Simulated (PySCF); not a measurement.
Species: Ge2H4 (triplet state).
Bonds: Ge1–Ge2. Hydrogens: H3 on Ge1; H4, H5, H6 on Ge2.

Theory: PBE0-D3(BJ)/def2-SVP geometry optimisation, gas phase (PySCF).

Task: Give the optimised bond lengths and angles.

Result: 
```tsv
bond	length (Å)
Ge1–Ge2	2.424
Ge1–H3	1.552
Ge2–H4, Ge2–H5, Ge2–H6	1.540
```

Bonds in one row agree within 0.01 Å and their mean is given. A selection of angles:
```tsv
angle	degrees
Ge2–Ge1–H3	122.0
Ge1–Ge2–H4	111.1
Ge1–Ge2–H5	107.2
Ge1–Ge2–H6	110.0
H4–Ge2–H5	109.3
```

Ge2 (germanium bonded to Ge and 3 H) is tetrahedral (angles from 107.2° to 111.1°).

No frequency check. ⟨S²⟩ = 2.003 (exact for a triplet: 2.00). This triplet need not be the ground state; the singlet was not compared here.

The run took 24 s on one thread, Arm Neoverse V1, shared host. That covers the optimisation of the geometry.

---

Compound: VI4 (doublet state).
Bonds: V1–I2, V1–I3, V1–I4, V1–I5.

Theory: PBE0-D3(BJ)/def2-SVP geometry optimisation, gas phase, def2 core potentials past Kr (PySCF 2.14.0).

(1) List the bond lengths and angles at this level.

## Answers

(1) 
| bond | length (pm) |
| --- | --- |
| V1–I2 and 3 like bonds | 248.7 |

Bonds in one row agree within 1 pm and their mean is given. A selection of angles:
| angle | degrees |
| --- | --- |
| I2–V1–I3 | 110.8 |
| I2–V1–I4 | 109.8 |
| I2–V1–I5 | 107.6 |

V1 (vanadium bonded to 4 I) is tetrahedral (angles from 107.6° to 110.8°). All 4 I–V bonds measure 2.485 to 2.489 Å.

Whether it is a minimum is left open (no frequencies). ⟨S²⟩ = 0.821 (exact for a doublet: 0.75).

---

Compound: BrH₂Si (charge -1).
SMILES with atom numbers: `[SiH2-:1][Br:2]` (hydrogens: H3, H4 on Si1)

Method: PBE0-D3(BJ)/def2-SVP geometry optimisation, gas phase (PySCF 2.14.0).

Problem. Give the optimised bond lengths and angles.

Solution. 
| bond | length (pm) | order |
| --- | --- | --- |
| Si1–Br2 | 243.5 | single |
| Si1–H3, Si1–H4 | 155.0 | single |

Bonds in one row agree within 1 pm and their mean is given. Orders are formal, as drawn. A selection of angles:
| angle | degrees |
| --- | --- |
| Br2–Si1–H3 | 94.1 |
| H3–Si1–H4 | 91.7 |

Si1 (silicon bonded to Br and 2 H) is pyramidal (angles 94.1°, 94.0° and 91.7°, sum 279.8°, 0.95 Å off the plane of its three neighbours).

Point group: Cs (every atom within 0.08 Å of its image). No frequency check.

Hardware: Arm Neoverse V1, one thread, on a shared host. Cost: 4.3 s of wall time. This is the geometry optimisation.
